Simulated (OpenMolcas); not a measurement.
**2s2 2p4 along the 8-electron sequence**

| Item | Value |
| --- | --- |
| Program | OpenMolcas 26.06 |
| Method | SS-RASPT2, IPEA 0.25 Eh, imaginary shift 0.1 Eh |
| Basis | ANO-R3 |
| Scalar Hamiltonian | X2C, finite nucleus |
| Spin-orbit coupling | state interaction with AMFI integrals over the reference wave functions, term energies averaged over their components |

Active space for each ion: 4 electrons in 9 orbitals (RAS2 2p; RAS3 3s 3d, at most 1 electron); closed shells correlated by CASPT2: 1s 2s.

Computed levels in cm-1 above 3P2:

```
                               Level      O     F+   Ne2+
                                 3P1    148    319    600
                                 3P0    221    473    885
                                 1D2  15720  21030  26200
                                 1S0  38390  50130  61380
weight of 3P in the lowest level (%)    100    100    100
```

Measured, with the error of the calculation in %. Measured levels: O, F+ from NIST Handbook of Basic Atomic Spectroscopic Data; Ne2+ from Moore, Atomic Energy Levels, vol. I, NSRDS-NBS 35 (1971 reprint of NBS Circular 467, 1949).

| Level | O | F+ | Ne2+ |
| --- | --- | --- | --- |
| 3P1 | 158 (-6.3) | 341 (-6.5) | 650 (-7.7) |
| 3P0 | 227 (-2.7) | 490 (-3.4) | 927 (-4.5) |
| 1D2 | 15868 (-1.0) | 20873 (+0.8) | 25841 (+1.4) |
| 1S0 | 33793 (+13.6) | 44918 (+11.6) | 55747 (+10.1) |

The fine-structure level 3P0 changes by a factor of 4 from O to Ne2+. Its fourth root runs 3.86, 4.66, 5.45, with steps per unit of Z of 0.81, 0.79; equal steps would mean a (Z - σ)^4 law with constant σ.

1D2 changes by a factor of 1.67 over the same range, with steps per unit of Z of +5310, +5170 cm-1.

CASPT2 breaks the degeneracy within a term, and the mean is taken; among the terms shown or strongly mixed into the levels shown the widest spread is 72 cm-1 (2s2 2p4 1D, O). Over all roots computed the reference weight is 0.85 to 0.97 in O, 0.88 to 0.98 in F+, 0.85 to 0.99 in Ne2+; the roots of lowest weight are the least certain, and an intruder state may touch them. With the s shell closed, the reference lacks s² → p² mixing. Computed and measured levels are paired by configuration, term and J; levels that our copy of the source lacks, or whose pairing is in doubt (as where it misses far off the trend of its configuration), stay unpaired and out of the deviations. Levels of configurations outside the active space are missing.
